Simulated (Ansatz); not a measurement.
`COCBCl` + CH₃OH → `COBCl` + `COC` at 700 K and 1 bar (ligand exchange at a B–C bond).

Isolated molecules relaxed with PBE0-D4/def2-TZVP in Ansatz; ΔE leaves out vibrations. CBS: MP2 limit from def2 TZ/QZ plus the TZ coupled-cluster correction, frozen cores. This one scheme is used for every species. Each species was taken in one conformer, which may not be the lowest.

```
 species  CCSD(T)/CBS energy (Eh)  H − E (kJ/mol)  S (J/(mol·K))
`COCBCl`               -639.46921           292.7          446.6
   CH₃OH               -115.61712           170.8          288.5
 `COBCl`               -600.27977           205.1          384.0
   `COC`               -154.86276           259.9          338.3
```

H − E and S are ideal-gas, rigid-rotor, harmonic terms from PBE0-D4/def2-TZVP, for one conformer and one mirror image of each species. 1 Eh = 2625.50 kJ/mol, R = 8.31446 J/(mol·K).

**Question.** By hand: ΔE, ΔH, ΔS and ΔG.

**Answer.** ΔE = (-600.27977) + (-154.86276) − (-639.46921) − (-115.61712) = -0.05620 Eh = -147.6 kJ/mol. Δ(H − E) = 205.1 + 259.9 − 292.7 − 170.8 = 1.5, so ΔH = -146.1 kJ/mol. ΔS = 384.0 + 338.3 − 446.6 − 288.5 = -12.8 J/(mol·K). ΔG = -146.1 − 700 × (-12.8)/1000 = -137.1 kJ/mol.

**Question.** By hand: the equilibrium constant, and the temperature at which ΔG would vanish if ΔH and ΔS stayed fixed.

**Answer.** log₁₀ K = −ΔG/(RT ln 10) = 10.2. ΔG = 0 at ΔH/ΔS = 11414 K, far beyond where these terms or the molecules hold.

The number of gas molecules stays the same, so ΔS is small and ΔH decides. A doubt of 5 kJ/mol in ΔE shifts log₁₀ K by 0.4 here. Other conformers and mirror images would add mixing entropy, several J/(mol·K) or more a flexible species. These are equilibria of isolated gas molecules and say nothing of rates. Largest T1 diagnostic: 0.012 (customary marks: 0.02 for closed shells, 0.045 for open ones).
